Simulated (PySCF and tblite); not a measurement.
Values are calculated unless marked as measured or tabulated.
System: C6H7NO2, numbered as in [CH3:1][c:2]1[cH:3][cH:4][nH:5][c:6]1[C:7](=[O:8])[OH:9].

For the shift of H on O9 from O9 to O8: electronic barrier 31.59 kcal/mol, zero-point change -3.05 kcal/mol, thermal and entropy terms at 400 K a further 0.15 kcal/mol (symmetry numbers apart). The minimum is Cs, the saddle Cs. Level: PBE0/pcSseg-1 + D3(BJ) on PBE0-D3(BJ)/def2-SVP stationary points, with GFN2-xTB thermal terms. Rate constants are transition-state-theory values, counting equivalent paths, without tunnelling. (PySCF 2.14 with density fitting, tblite 0.8.)

Task: How many equivalent paths lead out of the minimum?

Result: 1: the symmetry number of the minimum is 1, that of the saddle displaced along its mode 1.

Task: Work out the rate at 400 K.

Result: ΔG‡ = 28.69 kcal/mol; k_B T/h = 8.3×10¹² s⁻¹; exp(−ΔG‡/RT) = 2.1×10⁻¹⁶; times 1 gives k = 0.0018 s⁻¹.

Tunnelling of the moving H, left out here, will speed the real process. In real samples such hydrogens mostly exchange between molecules or through solvent, far faster than by this path.
